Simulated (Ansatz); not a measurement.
B₈N⁺. The state is a singlet with charge 1. Geometry PBE0-D4/def2-SVP.

```
atom   x (Å)   y (Å)   z (Å)
  N1   1.768  -0.978   1.089
  B2   0.455   1.154  -0.424
  B3  -1.127   1.825  -1.298
  B4   0.790  -1.858   1.199
  B5   0.236   2.500  -1.174
  B6   1.337   0.067   0.419
  B7  -0.738  -2.115   0.813
  B8  -1.469  -1.017   0.013
  B9  -1.252   0.423  -0.636
```

The restricted singlet is unstable towards broken spin symmetry in Hartree–Fock (as tested in another run); at PBE-D4/def2-TZVP, r2SCAN-D4/def2-TZVP, PBE0-D4/def2-TZVP, CAM-B3LYP-D4/def2-TZVP and others this wasn't settled. Another isomer (singlet) lies 2.76 eV lower at PBE0-D4/def2-TZVP; other spin states weren't run for this one.

**Question.** Estimate the orbital energies around the gap (eV) in Ansatz with PBE-D4/def2-TZVP, r2SCAN-D4/def2-TZVP, PBE0-D4/def2-TZVP, CAM-B3LYP-D4/def2-TZVP, ωB97X-V/def2-TZVP.

**Answer.** 
```json
{"orbital": "HOMO−9", "PBE-D4/def2-TZVP": "-16.62", "r2SCAN-D4/def2-TZVP": "-17.14", "PBE0-D4/def2-TZVP": "-18.30", "CAM-B3LYP-D4/def2-TZVP": "-19.79", "ωB97X-V/def2-TZVP": "-20.99"}
{"orbital": "HOMO−8", "PBE-D4/def2-TZVP": "-16.34", "r2SCAN-D4/def2-TZVP": "-16.82", "PBE0-D4/def2-TZVP": "-17.96", "CAM-B3LYP-D4/def2-TZVP": "-19.43", "ωB97X-V/def2-TZVP": "-20.60"}
{"orbital": "HOMO−7", "PBE-D4/def2-TZVP": "-15.03", "r2SCAN-D4/def2-TZVP": "-15.43", "PBE0-D4/def2-TZVP": "-16.50", "CAM-B3LYP-D4/def2-TZVP": "-17.90", "ωB97X-V/def2-TZVP": "-19.00"}
{"orbital": "HOMO−6", "PBE-D4/def2-TZVP": "-14.23", "r2SCAN-D4/def2-TZVP": "-14.49", "PBE0-D4/def2-TZVP": "-15.56", "CAM-B3LYP-D4/def2-TZVP": "-16.95", "ωB97X-V/def2-TZVP": "-18.04"}
{"orbital": "HOMO−5", "PBE-D4/def2-TZVP": "-14.19", "r2SCAN-D4/def2-TZVP": "-14.44", "PBE0-D4/def2-TZVP": "-15.51", "CAM-B3LYP-D4/def2-TZVP": "-16.93", "ωB97X-V/def2-TZVP": "-18.02"}
{"orbital": "HOMO−4", "PBE-D4/def2-TZVP": "-13.40", "r2SCAN-D4/def2-TZVP": "-13.71", "PBE0-D4/def2-TZVP": "-14.77", "CAM-B3LYP-D4/def2-TZVP": "-16.19", "ωB97X-V/def2-TZVP": "-17.18"}
{"orbital": "HOMO−3", "PBE-D4/def2-TZVP": "-12.47", "r2SCAN-D4/def2-TZVP": "-12.69", "PBE0-D4/def2-TZVP": "-13.63", "CAM-B3LYP-D4/def2-TZVP": "-14.92", "ωB97X-V/def2-TZVP": "-15.92"}
{"orbital": "HOMO−2", "PBE-D4/def2-TZVP": "-11.96", "r2SCAN-D4/def2-TZVP": "-12.08", "PBE0-D4/def2-TZVP": "-12.75", "CAM-B3LYP-D4/def2-TZVP": "-13.79", "ωB97X-V/def2-TZVP": "-14.77"}
{"orbital": "HOMO−1", "PBE-D4/def2-TZVP": "-11.87", "r2SCAN-D4/def2-TZVP": "-11.98", "PBE0-D4/def2-TZVP": "-12.71", "CAM-B3LYP-D4/def2-TZVP": "-13.78", "ωB97X-V/def2-TZVP": "-14.70"}
{"orbital": "HOMO", "PBE-D4/def2-TZVP": "-10.43", "r2SCAN-D4/def2-TZVP": "-10.54", "PBE0-D4/def2-TZVP": "-11.24", "CAM-B3LYP-D4/def2-TZVP": "-12.35", "ωB97X-V/def2-TZVP": "-13.27"}
{"orbital": "LUMO", "PBE-D4/def2-TZVP": "-10.27", "r2SCAN-D4/def2-TZVP": "-10.07", "PBE0-D4/def2-TZVP": "-9.39", "CAM-B3LYP-D4/def2-TZVP": "-8.23", "ωB97X-V/def2-TZVP": "-7.17"}
{"orbital": "LUMO+1", "PBE-D4/def2-TZVP": "-9.46", "r2SCAN-D4/def2-TZVP": "-9.17", "PBE0-D4/def2-TZVP": "-8.42", "CAM-B3LYP-D4/def2-TZVP": "-7.20", "ωB97X-V/def2-TZVP": "-6.07"}
{"orbital": "LUMO+2", "PBE-D4/def2-TZVP": "-8.34", "r2SCAN-D4/def2-TZVP": "-8.18", "PBE0-D4/def2-TZVP": "-7.53", "CAM-B3LYP-D4/def2-TZVP": "-6.46", "ωB97X-V/def2-TZVP": "-5.54"}
{"orbital": "LUMO+3", "PBE-D4/def2-TZVP": "-7.84", "r2SCAN-D4/def2-TZVP": "-7.63", "PBE0-D4/def2-TZVP": "-6.91", "CAM-B3LYP-D4/def2-TZVP": "-5.74", "ωB97X-V/def2-TZVP": "-4.75"}
{"orbital": "LUMO+4", "PBE-D4/def2-TZVP": "-7.22", "r2SCAN-D4/def2-TZVP": "-6.80", "PBE0-D4/def2-TZVP": "-6.14", "CAM-B3LYP-D4/def2-TZVP": "-4.94", "ωB97X-V/def2-TZVP": "-3.80"}
{"orbital": "LUMO+5", "PBE-D4/def2-TZVP": "-6.95", "r2SCAN-D4/def2-TZVP": "-6.55", "PBE0-D4/def2-TZVP": "-5.85", "CAM-B3LYP-D4/def2-TZVP": "-4.66", "ωB97X-V/def2-TZVP": "-3.52"}
```
